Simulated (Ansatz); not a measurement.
CH4SSn can be A, `[CH3][Sn][SH]`, or B, `[CH2]1[S][SnH2]1`.

Gas-phase electronic energies from Ansatz, PBE0-D4/def2-TZVP geometries. CCSD(T)/CBS is the MP2 limit (def2-TZVPP, def2-QZVPP) plus CCSD(T) − MP2 in def2-TZVPP, frozen cores. Functionals use def2-TZVPP. B3LYP here is the variant with VWN-RPA as its local correlation; programs differ in this. def2 core potentials past Kr. For Sn outer-core shells are correlated without core-valence functions, which leaves a few kJ/mol of doubt a bond. One conformer a species, not always the lowest.

A:

```xyz
7

C    -0.261   -0.145    0.932
Sn   -1.154   -0.842   -0.942
S     0.490    0.248   -2.364
H    -0.244    0.949    0.946
H     0.771   -0.501    1.002
H    -0.818   -0.501    1.800
H     1.217    0.792   -1.373
```

B:

```xyz
7

C     0.519   -0.783   -0.546
S    -0.907   -1.448    0.410
Sn   -0.360    0.867    0.441
H     0.403   -0.842   -1.624
H     1.490   -1.118   -0.195
H    -1.436    1.882   -0.380
H     0.291    1.442    1.893
```

Q: Which isomer does CCSD(T)/CBS put lower? Give the gap. (Best estimate.)

A: Computed: A, by 165.9 kJ/mol.

Q: Give E(B) − E(A) in kJ/mol with MP2/def2-TZVPP, PBE-D4, LDA (SPW92), B2PLYP, ωB97M-V, BLYP-D4, B3LYP-D4. (An estimate is asked.)

A: The calculation gave: MP2/def2-TZVPP 166.3, PBE-D4 175.9, LDA (SPW92) 156.1, B2PLYP 182.9, ωB97M-V 172.3, BLYP-D4 201.1, B3LYP-D4 194.7. None reverses the order clearly.

Q: Does the order hold for the free energy at 298.15 K (harmonic terms from PBE0-D4)? (Best estimate.)

A: The calculation gave: Yes: G(B) − G(A) = +161.7 kJ/mol, for one conformer each.

Largest T1 diagnostic: 0.015.

Leaving LDA and LC-ωPBE aside and taking each functional with its dispersion term where it has one, the values, not all of them listed here, spread over 44.6 kJ/mol, from B97M-V to BLYP-D4. LDA lies −19.2 kJ/mol from PBE without D4. At CCSD(T), def2-SVP lies +11.7 kJ/mol from the extrapolated value and def2-TZVPP −1.5 kJ/mol.
